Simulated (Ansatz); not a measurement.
`COB([SiH3])I`, relaxed with RKS PBE0-D4/def2-TZVP in Ansatz from a PBE-D4/def2-SVP geometry. The force threshold is 0.005 eV/Å; the program also tests the step.

Charge 0, multiplicity 1. I takes the def2 core potential.

Start:

```xyz
11

C     0.382    1.426   -1.152
O    -0.657    0.450   -1.188
B    -0.838   -0.540   -0.299
Si    0.230   -1.025    1.367
I    -2.538   -1.840   -0.692
H     0.970    1.349   -2.088
H     1.054    1.289   -0.280
H    -0.083    2.432   -1.107
H     1.395   -0.110    1.666
H     0.772   -2.422    1.211
H    -0.687   -1.009    2.562
```

By how much does the energy fall, and how many steps does the optimiser take? (Best estimate.)

The calculation gave: 0.04 eV, in 5 steps.

Which bonds change most? (Best estimate.)

The calculation gave: Si4–H11 from 1.506 to 1.486 Å; Si4–H10 from 1.506 to 1.487 Å; Si4–H9 from 1.511 to 1.492 Å; C1–H7 from 1.110 to 1.092 Å.

Give the relaxed structure. (Estimate.)

Ansatz gave: 
```xyz
11

C     0.380    1.413   -1.138
O    -0.658    0.448   -1.187
B    -0.828   -0.529   -0.301
Si    0.234   -1.012    1.357
I    -2.512   -1.831   -0.678
H     0.964    1.334   -2.056
H     1.030    1.263   -0.274
H    -0.076    2.403   -1.089
H     1.384   -0.108    1.648
H     0.762   -2.392    1.189
H    -0.682   -0.989    2.527
```
